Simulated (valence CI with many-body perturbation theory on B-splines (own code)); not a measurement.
**E1 transitions of Eu LI**

Calculated by valence CI with perturbative core correlation (CI+MBPT): three valence electrons over a frozen Dirac-Fock core [Ne], radial functions for each j: 11 s, 11 p, 10 d, 8 f, 5 g, 2 h, with the one-electron correlation potential Σ1, the two-electron term Σ2, the three-electron term Σ3, Breit, model QED; selected CI, second order for the rest, scaled by the run's own slope (own B-spline code, finite nucleus).

The last digits are not significant, and no measured levels were compared; by estimate large intervals hold to a few tenths of a per cent, small ones and those within an open d or f shell to about a per cent.

Lines 101 to 150 of 586 in falling wavelength, among levels below 2210.0 eV, chosen from the strongest by gf and those to the six lowest levels. Wavelengths and rates use the calculated energies. Electric multipoles are in the length gauge, E1 and E2 with the static RPA response of the core. Weak lines are less certain than strong ones. Lines between different terms over intervals too small for the method are left out, as are lines whose strength nearly cancels. The highest levels of a list are the least certain.

Levels are named by their leading jj configuration (3d3/2^4 stands for four electrons in 3d with j = 3/2), which in mixed levels can hold well under half, so a name can repeat and another be missing. Letters in brackets count levels of one name in rising energy.

| λ vac (Å) | Upper | Lower | A (s⁻¹) | S (a.u.) |
| --- | --- | --- | --- | --- |
| 59.25 | (3d3/2^2 3d5/2) J=5/2 [a] | (3p3/2 3d3/2^2) J=5/2 | 3.64e+10 | 2.24e-02 |
| 59.25 | (3p3/2 3d5/2^2) J=5/2 | (3p3/2^2 3d5/2) J=3/2 | 1.12e+11 | 6.88e-02 |
| 58.92 | (3d3/2 3d5/2^2) J=5/2 [a] | (3p3/2 3d3/2 3d5/2) J=5/2 [c] | 4.26e+10 | 2.58e-02 |
| 58.92 | (3s 3p1/2 3d3/2) J=3/2 [b] | (3s 3p1/2 3p3/2) J=3/2 [a] | 5.57e+09 | 2.25e-03 |
| 58.90 | (3p3/2 3d3/2 3d5/2) J=5/2 [b] | (3p3/2^2 3d3/2) J=3/2 [a] | 9.54e+10 | 5.77e-02 |
| 58.88 | (3p3/2 3d3/2 3d5/2) J=3/2 [a] | (3p3/2^2 3d3/2) J=3/2 [a] | 4.41e+10 | 1.78e-02 |
| 58.72 | (3s 3p1/2 3d5/2) J=5/2 [a] | (3s 3p1/2 3p3/2) J=5/2 | 4.33e+09 | 2.60e-03 |
| 58.62 | (3d3/2 3d5/2^2) J=9/2 | (3p3/2 3d3/2 3d5/2) J=7/2 [b] | 2.21e+10 | 2.20e-02 |
| 58.59 | (3d3/2 3d5/2^2) J=7/2 [a] | (3p3/2 3d3/2 3d5/2) J=5/2 [b] | 7.87e+10 | 6.25e-02 |
| 58.56 | (3s 3p1/2 3d5/2) J=5/2 [b] | (3s 3p1/2 3p3/2) J=3/2 [b] | 6.71e+10 | 3.99e-02 |
| 58.50 | (3s 3d5/2^2) J=3/2 | (3s 3p3/2 3d5/2) J=1/2 | 9.35e+10 | 3.70e-02 |
| 58.42 | (3p1/2 3p3/2 3d5/2) J=5/2 [a] | (3p1/2 3p3/2^2) J=5/2 | 4.67e+10 | 2.76e-02 |
| 58.30 | (3p3/2 3d3/2 3d5/2) J=5/2 [d] | (3p3/2^2 3d3/2) J=3/2 [b] | 8.91e+10 | 5.23e-02 |
| 58.07 | (3s 3d5/2^2) J=9/2 | (3s 3p3/2 3d5/2) J=7/2 [a] | 1.22e+11 | 1.18e-01 |
| 57.99 | (3p3/2 3d3/2 3d5/2) J=3/2 [c] | (3p3/2^2 3d3/2) J=3/2 [b] | 7.25e+10 | 2.79e-02 |
| 57.90 | (3s 3d5/2^2) J=7/2 | (3s 3p3/2 3d5/2) J=7/2 [b] | 5.40e+10 | 4.14e-02 |
| 57.90 | (3p3/2 3d5/2^2) J=7/2 [a] | (3p3/2^2 3d5/2) J=7/2 | 4.73e+10 | 3.63e-02 |
| 57.86 | (3d3/2 3d5/2^2) J=7/2 [b] | (3p3/2 3d3/2 3d5/2) J=9/2 [b] | 5.37e+10 | 4.10e-02 |
| 57.82 | (3d5/2^3) J=5/2 | (3p3/2 3d5/2^2) J=5/2 | 1.77e+11 | 1.01e-01 |
| 57.73 | (3p1/2 3d3/2 3d5/2) J=5/2 [a] | (3p1/2 3p3/2 3d3/2) J=3/2 [a] | 6.19e+10 | 3.53e-02 |
| 57.73 | (3d3/2^2 3d5/2) J=5/2 [a] | (3p3/2 3d3/2^2) J=3/2 [a] | 8.15e+10 | 4.64e-02 |
| 57.60 | (3d3/2^2 3d5/2) J=7/2 | (3p3/2 3d3/2^2) J=7/2 | 3.91e+10 | 2.95e-02 |
| 57.58 | (3p1/2 3d5/2^2) J=5/2 | (3p1/2 3p3/2 3d5/2) J=7/2 [b] | 3.75e+10 | 2.12e-02 |
| 57.56 | (3d3/2^2 3d5/2) J=9/2 | (3p3/2 3d3/2^2) J=7/2 | 1.53e+11 | 1.44e-01 |
| 57.40 | (3d3/2 3d5/2^2) J=5/2 [b] | (3p3/2 3d3/2 3d5/2) J=5/2 [c] | 5.40e+10 | 3.02e-02 |
| 57.38 | (3s 3p1/2 3d5/2) J=3/2 | (3s 3p1/2 3p3/2) J=3/2 [b] | 2.99e+10 | 1.12e-02 |
| 57.28 | (3s 3p3/2 3d5/2) J=5/2 [a] | (3s 3p3/2^2) J=5/2 | 7.15e+10 | 3.98e-02 |
| 57.28 | (3p3/2 3d5/2^2) J=9/2 | (3p3/2^2 3d5/2) J=7/2 | 1.40e+11 | 1.30e-01 |
| 57.24 | (3d5/2^3) J=5/2 | (3p3/2 3d5/2^2) J=7/2 [b] | 8.69e+10 | 4.83e-02 |
| 57.23 | (3s 3d3/2 3d5/2) J=5/2 [b] | (3s 3p3/2 3d3/2) J=3/2 [b] | 6.78e+10 | 3.76e-02 |
| 57.21 | (3p3/2 3d5/2^2) J=7/2 [a] | (3p3/2^2 3d5/2) J=9/2 | 3.80e+10 | 2.81e-02 |
| 57.19 | (3p1/2 3d3/2 3d5/2) J=5/2 [b] | (3p1/2 3p3/2 3d3/2) J=3/2 [b] | 6.38e+10 | 3.53e-02 |
| 57.11 | (3d5/2^3) J=9/2 | (3p3/2 3d5/2^2) J=9/2 | 1.53e+11 | 1.41e-01 |
| 57.08 | (3d3/2 3d5/2^2) J=7/2 [b] | (3p3/2 3d3/2 3d5/2) J=5/2 [c] | 2.87e+10 | 2.11e-02 |
| 57.05 | (3d3/2 3d5/2^2) J=3/2 [b] | (3p3/2 3d3/2 3d5/2) J=1/2 [b] | 9.88e+10 | 3.62e-02 |
| 57.03 | (3d5/2^3) J=3/2 | (3p3/2 3d5/2^2) J=1/2 | 1.22e+11 | 4.47e-02 |
| 57.03 | (3p1/2 3d3/2 3d5/2) J=7/2 [a] | (3p1/2 3p3/2 3d3/2) J=5/2 [a] | 7.31e+10 | 5.35e-02 |
| 57.01 | (3d3/2^2 3d5/2) J=7/2 | (3p3/2 3d3/2^2) J=5/2 | 1.24e+11 | 9.04e-02 |
| 56.98 | (3p3/2 3d3/2 3d5/2) J=7/2 [c] | (3p3/2^2 3d3/2) J=5/2 | 2.48e+11 | 1.81e-01 |
| 56.92 | (3p3/2 3d3/2 3d5/2) J=9/2 [b] | (3p3/2^2 3d3/2) J=7/2 | 3.00e+11 | 2.73e-01 |
| 56.87 | (3p1/2 3p3/2 3d5/2) J=1/2 | (3p1/2 3p3/2^2) J=1/2 | 1.71e+11 | 3.11e-02 |
| 56.76 | (3p3/2 3d3/2 3d5/2) J=1/2 [b] | (3p3/2^2 3d3/2) J=3/2 [b] | 1.73e+11 | 3.13e-02 |
| 56.74 | (3s 3d5/2^2) J=1/2 | (3s 3p3/2 3d5/2) J=3/2 [b] | 1.57e+11 | 2.84e-02 |
| 56.73 | (3s 3d3/2 3d5/2) J=3/2 [b] | (3s 3p3/2 3d3/2) J=3/2 [b] | 6.10e+10 | 2.20e-02 |
| 56.72 | (3p3/2 3d3/2 3d5/2) J=3/2 [b] | (3p3/2^2 3d3/2) J=1/2 | 7.41e+10 | 2.67e-02 |
| 56.61 | (3p3/2 3d5/2^2) J=9/2 | (3p3/2^2 3d5/2) J=9/2 | 1.53e+11 | 1.37e-01 |
| 56.56 | (3d3/2 3d5/2^2) J=5/2 [b] | (3p3/2 3d3/2 3d5/2) J=7/2 [c] | 5.97e+10 | 3.20e-02 |
| 56.51 | (3s 3p3/2 3d5/2) J=1/2 | (3s 3p3/2^2) J=1/2 | 2.17e+11 | 3.86e-02 |
| 56.51 | (3s 3d3/2 3d5/2) J=7/2 [a] | (3s 3p3/2 3d3/2) J=5/2 [a] | 1.21e+11 | 8.65e-02 |
| 56.45 | (3p1/2 3d3/2 3d5/2) J=7/2 [b] | (3p1/2 3p3/2 3d3/2) J=5/2 [b] | 1.38e+11 | 9.81e-02 |
